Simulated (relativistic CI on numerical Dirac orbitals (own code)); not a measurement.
**Sensitivity of the levels of Eu⁴⁶⁺ to α and to the nuclear radius**

Method of calculation: Dirac-Coulomb-Breit CI, orbitals from a KLI potential per configuration, derivatives by finite differences, unscaled Slater integrals, QED left out (own radial code, finite nucleus).

Configurations in the expansion (outside the closed core [Ne]): 3s2 3p5, 3s 3p6, 3s2 3p4 3d, 3s 3p5 3d, 3p6 3d, 3s 3p4 3d2, 3p5 3d2, 3p4 3d3. Double excitations out of closed p, d and f shells are left out; levels of such configurations are missing from the list, as are those of other unlisted configurations, and high levels can miss mixing partners.

With x = (α/α₀)² − 1 an excitation energy changes as ω = ω₀ + qx; K = 2q/ω₀ is the relative enhancement. Terms are leading LS components, so labels can repeat. The field-shift factor is F = δν/δ⟨r²⟩ for the transition from the lowest level.

Lowest level 3s2 3p5 2P°_3/2.

```
            Level  ω₀ (cm⁻¹)   q (cm⁻¹)       K  F (GHz/fm²)
  3s2 3p5 2P°_1/2    1300949  1.494e+06     2.3         -101
3s2 3p4 3d 4D_3/2    1513407      73250  0.0968         2.42
3s2 3p4 3d 4D_5/2    1546553      90050   0.116         3.15
3s2 3p4 3d 4P_1/2    1553479      92780   0.119        -20.8
3s2 3p4 3d 2F_7/2    1583347      69500  0.0878         4.16
3s2 3p4 3d 2D_3/2    1712762      92340   0.108         1.45
3s2 3p4 3d 2F_7/2    1822452     369900   0.406         7.41
3s2 3p4 3d 4F_9/2    1843662     362900   0.394         9.89
3s2 3p4 3d 2P_1/2    1861259     446100   0.479         -126
3s2 3p4 3d 2D_5/2    2033369     382900   0.377         4.88
3s2 3p4 3d 2D_3/2    2079182     406300   0.391         5.12
3s2 3p4 3d 2D_5/2    2109177     417300   0.396        0.543
    3s 3p6 2S_1/2    2505169  1.602e+06    1.28        -1750
```

At this charge energies of transitions that change n are usually good to better than 1 %, and those within a shell (Δn = 0) to a few per cent.
